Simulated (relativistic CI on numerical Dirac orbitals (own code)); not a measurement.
Calculated levels, Zr17+

These numbers are calculated, not measured: Dirac-Coulomb-Breit CI, KLI orbitals optimised for each configuration, model QED (radiative potential, 1s self-energy scaled to tabulated hydrogen-like ionisation energies), unscaled Slater integrals (own radial code, finite nucleus).

Configuration list (outside the closed core [Ne]): 3s2 3p6 3d5, 3s2 3p5 3d6, 3s2 3p4 3d7, 3s 3p6 3d6, 3p6 3d7, 3s2 3p6 3d4 4s, 3s 3p5 3d7, 3s2 3p6 3d4 4p, 3s2 3p6 3d4 4d, 3s2 3p6 3d4 4f, 3s2 3p6 3d3 4s2, 3s2 3p5 3d5 4s, 3s2 3p6 3d4 5s, 3s2 3p6 3d3 4p2, 3s2 3p6 3d3 4s 4d, 3p6 3d6 4s. Levels of other configurations are missing.

The lowest level is 3s2 3p6 3d5 6S_5/2, with 95 % of that term; Hund's rules for 3s2 3p6 3d5 give 6S with J = 5/2, in agreement.

```tsv
No.	Configuration	Term	J	E (cm⁻¹)	%	Landé g	Lifetime (s)
1	3s2 3p6 3d5	6S	5/2	0.0	95	1.981	
2	3s2 3p6 3d5	4G	5/2	87529.4	35	1.071	1.76e-03
3	3s2 3p6 3d5	4G	7/2	95806.5	86	1.018	7.67e-02
4	3s2 3p6 3d5	4G	11/2	96569.3	93	1.258	
5	3s2 3p6 3d5	4G	5/2	96879.9	50	1.029	1.63e-03
6	3s2 3p6 3d5	4P	3/2	97608.2	66	1.530	1.16e-03
7	3s2 3p6 3d5	4G	9/2	98445.9	95	1.169	1.05e+00
8	3s2 3p6 3d5	4P	1/2	102872.3	82	2.245	1.45e-01
9	3s2 3p6 3d5	4D	7/2	115510.3	86	1.380	6.96e-03
10	3s2 3p6 3d5	4D	5/2	122317.1	63	1.369	2.21e-03
11	3s2 3p6 3d5	4D	1/2	123233.1	84	0.404	3.94e-03
12	3s2 3p6 3d5	4D	3/2	125411.2	65	1.328	1.99e-03
13	3s2 3p6 3d5	2I	11/2	138940.6	81	0.958	5.78e-03
14	3s2 3p6 3d5	2D	5/2	142675.1	33	1.087	6.06e-04
15	3s2 3p6 3d5	2D	3/2	145379.0	64	0.699	1.54e-03
16	3s2 3p6 3d5	2I	13/2	145544.8	100	1.075	7.83e-02
17	3s2 3p6 3d5	2F	7/2	148501.5	51	1.140	4.61e-03
18	3s2 3p6 3d5	4F	9/2	152465.4	54	1.216	4.19e-03
19	3s2 3p6 3d5	4F	5/2	160059.6	72	1.014	2.98e-03
20	3s2 3p6 3d5	2F	7/2	166859.0	46	1.194	9.55e-04
21	3s2 3p6 3d5	2H	9/2	167191.2	60	1.054	1.37e-03
22	3s2 3p6 3d5	4F	3/2	169985.0	63	0.562	1.66e-03
23	3s2 3p6 3d5	2G	7/2	177405.8	83	0.929	4.82e-03
24	3s2 3p6 3d5	2F	5/2	180892.6	66	0.976	1.00e-03
25	3s2 3p6 3d5	2H	11/2	182588.2	78	1.064	8.54e-04
26	3s2 3p6 3d5	2G	9/2	189390.1	56	1.078	2.19e-03
27	3s2 3p6 3d5	2F	5/2	190826.3	54	0.979	8.28e-04
28	3s2 3p6 3d5	2F	7/2	191054.9	74	1.143	2.28e-03
29	3s2 3p6 3d5	2S	1/2	201900.2	95	1.983	8.91e-04
30	3s2 3p6 3d5	2D	3/2	223281.2	97	0.804	6.93e-04
```

Energies count from the lowest computed level; lifetimes are radiative, by E1, M1, E2, M2 decay to levels of this space only; some are left blank where a channel outside the calculation adds to the decay or the decay crosses a small, uncertain gap.

The mean weight of the leading LS term, summed over parents, in these 30 levels is 71 %, and that of the leading jj configuration (from the same eigenvectors) 60 %, so LS coupling describes them better.

At this charge energies of transitions that change n are usually good to better than 1 %, and those within a shell (Δn = 0) to a few per cent. Terms inside the open d or f shell come out 10 to 20 % too wide with unscaled integrals.

LS names give the leading component of a level, which can be under half, so a name can repeat, a term be missing and a line seem to break the LS rules.
